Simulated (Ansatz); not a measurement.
`BOB` + `C#CS` → `BSC#C` + `BO` at 298.15 K and 1 bar (ligand exchange at a B–O bond).

Gas-phase electronic energies from Ansatz, PBE0-D4/def2-TZVP geometries. CCSD(T)/CBS adds triple-zeta CCSD(T) − MP2 to the extrapolated MP2 energy (def2 sets, frozen cores). This one scheme is used for every species. One conformer a species, not always the lowest.

| species | CCSD(T)/CBS energy (Eh) | H − E (kJ/mol) | S (J/(mol·K)) |
| --- | --- | --- | --- |
| `BOB` | -127.21702 | 136.1 | 262.9 |
| `C#CS` | -475.00020 | 84.9 | 263.0 |
| `BSC#C` | -500.39539 | 124.6 | 283.6 |
| `BO` | -101.80414 | 103.5 | 230.4 |

H − E and S are ideal-gas, rigid-rotor, harmonic terms from PBE0-D4/def2-TZVP, for one conformer and one mirror image of each species. 1 Eh = 2625.50 kJ/mol, R = 8.31446 J/(mol·K).

By hand: ΔE, ΔH, ΔS and ΔG.

ΔE = (-500.39539) + (-101.80414) − (-127.21702) − (-475.00020) = 0.01769 Eh = 46.4 kJ/mol. Δ(H − E) = 124.6 + 103.5 − 136.1 − 84.9 = 7.1, so ΔH = 53.5 kJ/mol. ΔS = 283.6 + 230.4 − 262.9 − 263.0 = -11.9 J/(mol·K). ΔG = 53.5 − 298.15 × (-11.9)/1000 = 57.0 kJ/mol.

By hand: the equilibrium constant, and the temperature at which ΔG would vanish if ΔH and ΔS stayed fixed.

log₁₀ K = −ΔG/(RT ln 10) = -10.0. ΔH and −TΔS have one sign here, so there is no such temperature.

The number of gas molecules stays the same, so ΔS is small and ΔH decides. A doubt of 5 kJ/mol in ΔE shifts log₁₀ K by 0.9 here. Other conformers and mirror images would add mixing entropy, several J/(mol·K) or more a flexible species. These are equilibria of isolated gas molecules and say nothing of rates. Largest T1 diagnostic: 0.014 (customary marks: 0.02 for closed shells, 0.045 for open ones).

ΔS is within the doubt of such terms, so its sign, and with it that verdict, could turn.
